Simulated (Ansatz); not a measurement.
`FB(F)[SiH3]` + `C=N` → `C=NB(F)[SiH3]` + H–F  (ligand exchange at a B–F bond)

Computed with Ansatz on PBE0-D4/def2-TZVP structures; ΔE is electronic, products minus reactants. CBS: MP2 limit from def2 TZ/QZ plus the TZ coupled-cluster correction, frozen cores. This one scheme is used for every species. Functionals use def2-TZVPP. Each species was taken in one conformer, which may not be the lowest.

`FB(F)[SiH3]`:

Cartesian coordinates in Å:
```
F -0.842 1.703 -1.101
B 0.127 0.863 -0.792
F 1.280 1.051 -1.406
Si -0.111 -0.631 0.568
H -1.544 -0.820 0.906
H 0.640 -0.270 1.801
H 0.449 -1.896 0.025
```

`C=N`:

```xyz
5

C    -0.131    0.274   -0.245
N     0.259   -0.122    0.886
H    -0.207   -0.357   -1.139
H    -0.419    1.320   -0.366
H     0.498   -1.115    0.864
```

`C=NB(F)[SiH3]`:

Cartesian coordinates in Å:
```
C -1.253 0.169 1.822
N -0.780 0.481 0.719
B -0.201 0.736 -0.492
F -0.537 1.842 -1.177
Si 1.163 -0.568 -1.236
H -2.156 -0.445 1.907
H -0.791 0.498 2.759
H 2.470 0.110 -1.465
H 0.704 -1.120 -2.541
H 1.382 -1.703 -0.298
```

H–F:

```xyz
2

F     0.429   -0.073    0.150
H    -0.429    0.073   -0.150
```

Task: Is it downhill or uphill in electronic energy at CCSD(T)/CBS, and by how much? (Best estimate.)

Result: Ansatz gave: Uphill: ΔE = +15.0 kcal/mol.

Task: What do these levels give: PBE0-D4, ωB97X-V, ωB97M-V, r2SCAN, PBE0, HF/def2-TZVPP, MP2/def2-TZVPP, CCSD(T)/def2-TZVPP, HF/def2-QZVPP, MP2/def2-QZVPP, SCS-MP2/def2-QZVPP, HF/CBS(def2)? (Estimate.)

Result: Ansatz gave: PBE0-D4 12.8, ωB97X-V 16.6, ωB97M-V 16.0, r2SCAN 14.3, PBE0 13.8, HF/def2-TZVPP 21.6, MP2/def2-TZVPP 14.8, CCSD(T)/def2-TZVPP 16.4, HF/def2-QZVPP 21.6, MP2/def2-QZVPP 14.1, SCS-MP2/def2-QZVPP 15.8, HF/CBS(def2) 21.6 kcal/mol.

Largest T1 diagnostic among the species: 0.015.

The D4 term adds −1.6 kcal/mol with B3LYP and −0.9 kcal/mol with PBE0; it sums over pairs of atoms, weighted by their polarisabilities, and B3LYP, whose exchange is more repulsive, gets the larger term. In def2-TZVPP, CCSD(T) changes the Hartree–Fock value by −5.1 kcal/mol (the triples alone add −0.8 kcal/mol) and MP2 by −6.7 kcal/mol. From PBE to PBE0 (25 % exact exchange), in def2-TZVPP and without D4, ΔE moves by +1.2 kcal/mol.

B3LYP here is the variant with VWN-RPA as its local correlation; programs differ in this.
